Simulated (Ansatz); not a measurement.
Abridged output of a molecular run in Ansatz:

```
Functional definition: HF
917 factors; integrals over basis functions are off by at most 1.3e-3 eV
mean field evaluation 1: about -15170.6046 eV, gradient 4.3e1 eV
mean field evaluation 2: about -15170.6075 eV, gradient 4.3e1 eV
mean field evaluation 4: about -15174.2499 eV, gradient 3.7e0 eV
mean field evaluation 8: about -15174.2878 eV, gradient 1.4e-4 eV
mean field -15174.28782535 eV, -557.6447920799 hartree, gradient 2.6e-6 eV, S^2 0.000000; 0 other end points of the search recorded, 0 dependent functions left out
9 core orbitals not correlated: weight in the atoms' cores, before any rotation towards them, 1.000 or more for the frozen orbitals, at most 0.000 for the correlated occupied ones
reference -15174.28782535 eV, -557.6447920799 hartree; 15, 15 occupied and 70, 70 virtual orbitals, 917 factors
second order -20.73788287 eV of doubles, -0.00000000 eV of singles
cycle   1  -20.94021262 eV  change   -2.0e-1 eV  update   1.0e-1
cycle   2  -21.41680682 eV  change   -4.8e-1 eV  update   2.9e-2
cycle   3  -21.54935560 eV  change   -1.3e-1 eV  update   1.5e-2
cycle   4  -21.54287577 eV  change    6.5e-3 eV  update   3.1e-3
cycle   5  -21.54192591 eV  change    9.5e-4 eV  update   1.3e-3
cycle   6  -21.54236353 eV  change   -4.4e-4 eV  update   3.9e-4
cycle   7  -21.54218913 eV  change    1.7e-4 eV  update   1.4e-4
cycle   8  -21.54213480 eV  change    5.4e-5 eV  update   4.4e-5
cycle   9  -21.54214290 eV  change   -8.1e-6 eV  update   1.5e-5
perturbative correction -0.53262760 eV, -0.0195737033 hartree
Total energy: -15196.36259585 eV, -558.4560249331 hartree
```

Its atoms:

Z-matrix (Å, degrees):
```
Si
F 1 1.585
C 1 1.788 2 119.8
N 1 1.676 2 105.9 3 159.7
O 1 1.625 2 119.7 3 -61.7
H 3 1.088 1 122.7 2 -9.9
H 3 1.088 1 123.7 2 157.8
H 4 1.004 1 123.0 2 170.0
H 4 1.004 1 122.8 2 -14.7
```

Problem. Which basis set was used?
A. cc-pV(T+d)Z
B. def2-TZVPPD
C. def2-SVPD
D. def2-SVP

Solution. D. It gives 94 functions.

Problem. Write the keys of the input that set method, charge and spin (a neutral closed shell needs none for the last two).

Solution. 
```yaml
correlation: {method: ccsd_t}
```
